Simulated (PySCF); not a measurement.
Telling isomers of CH$_{14}$OSi$_{5}$ apart by NMR

No solvent, non-relativistic Hamiltonian, equivalent nuclei averaged, one conformer. Geometry from GFN2-xTB; PBE0/pcSseg-1 with gauge-including orbitals; PySCF 2.14.

References, each an isolated molecule treated in the same way: TMS for 1H (31.72 ppm), 13C (186.93 ppm). Where no couplings were computed, multiplicities follow the n + 1 count of equivalent neighbours, and m marks all less simple cases (inequivalent or close neighbours, rings, F or P nearby). Shifts are as computed. Against solution values, carbons near 30 ppm lie about +3 ppm off and those near 130 ppm about +5 ppm. Of 1211 compounds with measured shifts, 218 miss one by over three times the rms of a fit or turn the order of signals round; such compounds aren't used in these exercises. OH and NH positions are gas-phase values without hydrogen bonding to other molecules.

(1) Tabulate the signals of `C[SiH2][Si]([SiH3])([SiH3])O[SiH3]`, `C[Si@H](O[SiH3])[SiH]([SiH3])[SiH3]`, `O[SiH2]C[Si]([SiH3])([SiH3])[SiH3]` and their relative energies.

(2) What is the quickest way to tell C[SiH2][Si]([SiH3])([SiH3])O[SiH3] from C[Si@H](O[SiH3])[SiH]([SiH3])[SiH3]?

(3) What is the quickest way to tell C[SiH2][Si]([SiH3])([SiH3])O[SiH3] from O[SiH2]C[Si]([SiH3])([SiH3])[SiH3]?

(4) What is the quickest way to tell C[Si@H](O[SiH3])[SiH]([SiH3])[SiH3] from O[SiH2]C[Si]([SiH3])([SiH3])[SiH3]?

Results:

(1) 
```tsv
SMILES	carbon types	δC	δH	E rel. (kcal/mol)
C[SiH2][Si]([SiH3])([SiH3])O[SiH3]	1×CH3	-9.0	4.97 (s, 3H), 4.08 (q, 2H), 3.64 (s, 6H), 0.48 (t, 3H)	8.0
C[Si@H](O[SiH3])[SiH]([SiH3])[SiH3]	1×CH3	4.3	5.86 (m, 1H), 5.10 (s, 3H), 3.73 (d, 3H), 3.45 (m, 3H), 3.40 (m, 1H), 0.36 (d, 3H)	0.0
O[SiH2]C[Si]([SiH3])([SiH3])[SiH3]	1×CH2	1.0	5.12 (t, 2H), 3.62 (s, 9H), 0.69 (br s, 1H), -0.03 (t, 2H)	20.3
```

Energies are electronic energies at PBE0/pcSseg-1 on these geometries, without zero-point or thermal terms, each for the one conformer computed, which needn't be the lowest.

(2) Both give the same number of carbon signals, with the same numbers of each carbon type, so the positions decide. The first has a methyl carbon bonded to Si (CH3) at -9.0 ppm, the second a methyl carbon bonded to Si (CH3) at 4.3 ppm. In the proton spectra the most deshielded non-exchanging signals are 4.97 (s, 3H) and 5.86 (m, 1H).

(3) Both give the same number of carbon signals, but DEPT or the intensities differ. The first has a methyl carbon bonded to Si (CH3) at -9.0 ppm, the second an sp3 CH2 bonded to 2 Si at 1.0 ppm.

(4) Both give the same number of carbon signals, but DEPT or the intensities differ. The first has a methyl carbon bonded to Si (CH3) at 4.3 ppm, the second an sp3 CH2 bonded to 2 Si at 1.0 ppm. In the proton spectra the most deshielded non-exchanging signals are 5.86 (m, 1H) and 5.12 (t, 2H).
